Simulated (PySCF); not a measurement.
**Structure from 2D NMR**

Compound of formula C2H9FSi4. Correlations simulated from computed shifts and the bond graph:

HSQC (one-bond C–H):
```csv
δH,δC
1.89,108.1
```

HMBC (two and three bonds, from the bond graph):
```csv
δH,δC
4.67,"108.1, 82.4"
1.89,82.4
```

Carbons without hydrogens: δ 82.4.

- PBE0/pcSseg-1 with gauge-including orbitals
- GFN2-xTB structure
- code: PySCF 2.14
- fast rotation and ring inversion assumed for equivalent nuclei, no relativistic terms, a single conformation, in vacuum

Shifts are taken against calculated references (same method and geometry level): 1H (σ = 31.72 ppm) and 13C (σ = 186.93 ppm) against TMS.

Exchangeable hydrogens are left out of these lists.

Task: Which molecule is this?

Result: SMILES F[Si]([SiH2]C#C)([SiH3])[SiH3].

Structure with atom numbers: `[CH:1]#[C:2][SiH2:3][Si:4]([F:5])([SiH3:6])[SiH3:7]`; H(Xn) means a hydrogen on atom n.

1. δC 108.1 is C1, a terminal alkyne carbon (δH 1.89).
2. δC 82.4 is C2, an alkyne carbon.
3. HMBC from δH 4.67 reaches the proton-free carbon C2.
4. HMBC from δH 1.89 reaches the proton-free carbon C2.

This is the structure that produced the data.

Shifts are as computed. Against solution values, carbons near 30 ppm lie about +3 ppm off and those near 130 ppm about +5 ppm. Of 1211 compounds with measured shifts, 218 miss one by over three times the rms of a fit or turn the order of signals round; such compounds aren't used in these exercises.
